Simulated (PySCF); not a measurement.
Be(SH)(OSiH3) (BeH4OSSi), SMILES [Be]([SH])[O][SiH3]. Atoms are numbered in the order given.

```xyz
8

Be     0.2368     0.3403     0.5817
S      0.9139     1.2194     2.1379
H      1.9552     0.3421     2.2317
O     -0.2836    -0.2983    -0.5762
Si    -0.8662    -1.0658    -1.9358
H     -2.3180    -1.4086    -1.7463
H     -0.0886    -2.3309    -2.1750
H     -0.7230    -0.1670    -3.1330
```

Geometry: PBE-D3(BJ)/def2-SVP. The values are those of a single conformer.

The numbers are results of PBE-D3(BJ)/def2-SVP run with PySCF, not measurements.

Frequencies are harmonic and unscaled.

A small imaginary wavenumber (i) marks a very flat motion, where grid noise or a shallow saddle decides the sign.

| mode | ν (cm⁻¹) | IR (km/mol) | Raman (Å⁴/amu) | depolarisation | moving atoms (share of kinetic energy) |
|---|---|---|---|---|---|
| 1 | 22i | 14.6 | 0.9 | 0.75 | H 97 % |
| 2 | 46 | 0.0 | 0.3 | 0.75 | O 55 %, H 13 %, Si 12 %, Be 10 %, S 10 % |
| 3 | 61 | 0.3 | 0.3 | 0.69 | O 55 %, H 14 %, Si 12 %, Be 11 %, S 8 % |
| 4 | 275 | 39.9 | 1.2 | 0.53 | Be 64 %, O 18 %, H 17 % |
| 5 | 301 | 31.9 | 0.5 | 0.75 | Be 79 %, O 17 % |
| 6 | 354 | 6.8 | 12.7 | 0.21 | S 55 %, Si 33 % |
| 7 | 640 | 4.7 | 4.0 | 0.75 | H 80 %, Be 14 % |
| 8 | 707 | 52.0 | 11.4 | 0.75 | H 84 %, Si 9 % |
| 9 | 709 | 54.7 | 10.8 | 0.75 | H 84 %, Si 9 % |
| 10 | 864 | 13.8 | 3.2 | 0.69 | O 39 %, Be 28 %, Si 20 % |
| 11 | 916 | 69.8 | 28.5 | 0.75 | H 96 % |
| 12 | 918 | 68.7 | 29.4 | 0.75 | H 96 % |
| 13 | 958 | 444.5 | 24.5 | 0.74 | H 85 %, Si 13 % |
| 14 | 1432 | 802.0 | 5.1 | 0.19 | Be 62 %, O 36 % |
| 15 | 2167 | 84.5 | 250.8 | 0.01 | H 99 % |
| 16 | 2170 | 140.1 | 106.8 | 0.62 | H 96 % |
| 17 | 2171 | 140.3 | 103.4 | 0.69 | H 96 % |
| 18 | 2606 | 0.6 | 135.1 | 0.28 | H 97 % |
